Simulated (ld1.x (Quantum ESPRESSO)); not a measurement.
Results of a calculation; reference values are marked as such.
Hardness and transferability of assorted potentials

Generated with ld1.x 7.5 (TM, RRKJ, ultrasoft, PAW), atompaw 4.2 or ONCVPSP 4.0.1. The cutoff is in Ry: for ld1.x and atompaw files where the sum of valence levels is converged to 10 mRy in a Bessel basis, for ONCV files where the hardest occupied wave has 1 mHa per electron of residual kinetic energy. The error is the largest all-electron minus pseudo excitation energy over each file’s own four to seven test configurations (ionisations up to +4, promotions, holes and added fractions of an electron), all of which were solved. The labels leave out finer settings (local radius, basis sizes, second energies), which also bear on the numbers. Spin-polarised tests are not counted. The rows are a selection from randomly drawn settings: files with unsolved tests, undetermined cutoffs or missed reference levels are left out.

A true bound ghost makes a file unfit for plane-wave use even where its test errors are small: the radial tests pick states by their node count and pass the ghost by.

```tsv
element	potential	cutoff (Ry)	largest error (meV)	bound ghosts
Al	TM, PBE, non-relativistic, rc 1.80/2.20/2.10 (spd), local p, core correction no, reference 3s2 3p0.75	10	+28	none
V	TM semilocal, PBE, scalar-relativistic, rc 2.45/2.70/2.35 (spd), local d, core correction yes, reference 3d3 4s2 4p0	45	-267	none
Ag	TM, PBE, scalar-relativistic, rc 2.20/3.60/1.05 (spd), local s, core correction yes, reference 4d10 5s0.75 5p0.25	100	-2004	none
Ag	PAW, PBEsol, scalar-relativistic, rc 2.30/3.05/1.60 (spd), local smoothed, core correction yes, reference 4d9 5s0 5p0	45	-604	none
Bi	TM, PBE, scalar-relativistic, rc 1.65/2.60/2.40 (spd), local smoothed, core correction no, reference 6s2 6p3	30	+190	d
```

Question: Fill in the row for N: PAW, Wu–Cohen, scalar-relativistic, rc 0.75/2.40 (sp), local smoothed, core correction yes, reference 2s1.75 2p3.25.

Answer: cutoff 60 Ry, largest error +270 meV, bound ghosts: none.

Question: Fill in the row for Hg: TM, PBE, scalar-relativistic, rc 1.85/2.45/2.10 (spd), local p, core correction no, reference 5d10 6s1.5 6p0.5.

Answer: cutoff 45 Ry, largest error -161 meV, bound ghosts: none.

Question: Fill in the row for Mg: PAW, PBE, scalar-relativistic, rc 1.05/1.30/1.05 (spd), local smoothed, core correction yes, reference 2s2 2p6 3s2 3p0.

Answer: cutoff 55 Ry, largest error +13 meV, bound ghosts: none.
